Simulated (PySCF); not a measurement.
C7H12O.
SMILES with atom numbers: `[CH2:1]1[CH2:2][CH:3]([CH:4]2[CH2:5][O:6][CH2:7]2)[CH2:8]1` (hydrogens: H9, H10 on C1; H11, H12 on C2; H13 on C3; H14 on C4; H15, H16 on C5; H17, H18 on C7; H19, H20 on C8)

All values: PBE0/def2-SVPD (PySCF, non-relativistic), on one gas-phase PBE0-D3(BJ)/def2-SVP geometry that isn't relaxed in the solvent. The solvent is an IEF-PCM continuum (van der Waals radii × 1.2). Only the electrostatic response of the medium enters.

Gas phase at PBE0/def2-SVPD: HOMO -7.18 eV, LUMO 0.74 eV, dipole 2.08 D.

**Question.** What does the continuum do to the energy, the frontier levels and the dipole at PBE0/def2-SVPD in benzene and acetonitrile?

**Answer.** 
```tsv
solvent	ε	E(solvent) − E(gas) (kJ/mol)	polarisation term (kJ/mol)	distortion of the solute (kJ/mol)	HOMO (eV)	LUMO (eV)	dipole (D)
benzene	2.271	-6.99	-7.50	0.51	-7.19	0.87	2.32
acetonitrile	35.69	-15.46	-18.14	2.68	-7.25	0.93	2.60
```

Polarisation term: ½ Σ q·V over the induced surface charges. Distortion: the rise of the solute's own energy as its density leaves the gas-phase optimum. The atom shares or the degeneracy of the LUMO differ from the gas phase in acetonitrile, so that column needn't follow one orbital. From benzene to acetonitrile the lowering changes by a factor 2.21, Onsager's factor (ε − 1)/(2ε + 1) by 2.09 and ε itself by 15.7.

**Question.** Which radius a makes the point-dipole formula ΔE = −[(ε − 1)/(2ε + 1)]·μ²/a³ give the value in acetonitrile, with the gas-phase dipole?

**Answer.** μ = 0.819 au and |ΔE| = 0.00589 Eh give a = 2.01 Å; the farthest nucleus lies 3.36 Å from the centroid of the nuclei, so such a sphere wouldn't even hold the nuclei. The formula assumes a rigid point dipole at the centre of a sphere.

**Question.** How does the static polarisability (PBE0/def2-SVPD, frozen core, with the continuum's full static response) change?

**Answer.** 
| medium | isotropic (au) | principal values (au) | ⟨r²⟩ of the electrons (bohr²) |
| --- | --- | --- | --- |
| gas | 82.8 | 71.7, 83.9, 92.7 | 1153.3 |
| benzene | 94.1 | 82.6, 96.4, 103.3 | 1153.7 |
| acetonitrile | 111.5 | 103.2, 115.3, 116.1 | 1154.2 |

The isotropic value in acetonitrile is 1.35 times the gas-phase one; no cavity-field correction is applied. ⟨r²⟩ is taken about the centre of nuclear charge.

Shape of the structure used: `[CH2:1]1[CH2:2][CH:3]([CH:4]2[CH2:5][O:6][CH2:7]2)[CH2:8]1`: C2–C3–C4–C5 -176°.
